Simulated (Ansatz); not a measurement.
B$_{2}$H$_{3}$NO$_{2}$S, SMILES `OB1NB(S)O1`, one more setting.

```yaml
crystal:
  periodic: [false, false, false]
  atoms:
    - {symbol: O, position_ang: [1.684871, -1.147720, -1.173355]}
    - {symbol: B, position_ang: [0.730884, -0.494419, -0.488304]}
    - {symbol: N, position_ang: [-0.550968, 0.099175, -0.779561]}
    - {symbol: B, position_ang: [-0.480059, 0.393666, 0.619751]}
    - {symbol: S, position_ang: [-1.589180, 1.237122, 1.749660]}
    - {symbol: O, position_ang: [0.770286, -0.191691, 0.888449]}
    - {symbol: H, position_ang: [1.486302, -1.264023, -2.104402]}
    - {symbol: H, position_ang: [-1.177739, 0.249175, -1.542649]}
    - {symbol: H, position_ang: [-0.785899, 1.072415, 2.813310]}
basis:
  gaussian: {orbitals: def2-TZVPP}
hamiltonian: {xc: {name: rPW86-PBE}, pseudopotentials: {relativity: none}}
scf: {lower_state_search: light}
output: {forces: true}
```

```sh
$ ansatz run in.yaml --threads 4 --pin off --events-out ev --progress --plain --max-ram 10444MiB
```

Output, abridged:

```
Functional definition: rPW86-PBE
1256 factors; their error is unknown
mean field evaluation 1: about -17835.0534 eV, gradient 1.0e2 eV
mean field evaluation 2: about -17720.3050 eV, gradient 2.2e2 eV
mean field evaluation 4: about -17852.2748 eV, gradient 2.3e1 eV
mean field evaluation 8: about -17853.3152 eV, gradient 4.3e-1 eV
mean field evaluation 16: about -17853.3120 eV, gradient 1.2e-3 eV
mean field -17853.31204146 eV, -656.0971161142 hartree, gradient 1.4e-5 eV, S^2 0.000000; 0 other end points of the search recorded, 0 dependent functions left out
reference -17853.31215244 eV, -656.0971201924 hartree; 26, 26 occupied and 213, 213 virtual orbitals, 1256 factors
Total energy: -17853.31215244 eV, -656.0971201924 hartree
Atom 0 at     1.684871    -1.147720    -1.173355 Å, force     0.551180    -0.272921     0.048832 eV/Å
Atom 1 at     0.730884    -0.494419    -0.488304 Å, force    -0.089293    -0.007235    -0.222581 eV/Å
Atom 2 at    -0.550968     0.099175    -0.779561 Å, force    -0.245929     0.055994    -0.299474 eV/Å
Atom 3 at    -0.480059     0.393666     0.619751 Å, force    -0.405733     0.247819     0.161300 eV/Å
Atom 4 at    -1.589180     1.237122     1.749660 Å, force    -0.297804     0.161825     0.030352 eV/Å
Atom 5 at     0.770286    -0.191691     0.888449 Å, force     0.600886    -0.141536     0.722246 eV/Å
Atom 6 at     1.486302    -1.264023    -2.104402 Å, force    -0.054385    -0.066780    -0.403990 eV/Å
Atom 7 at    -1.177739     0.249175    -1.542649 Å, force    -0.167183     0.037378    -0.212377 eV/Å
Atom 8 at    -0.785899     1.072415     2.813310 Å, force     0.108261    -0.014543     0.175692 eV/Å
Dipole moment:    -0.227862    -0.008866    -0.547065 e Å
```

Run time 4.4 s (4 threads of an Arm Neoverse V2 on a shared host); peak host memory 0.43 GiB.
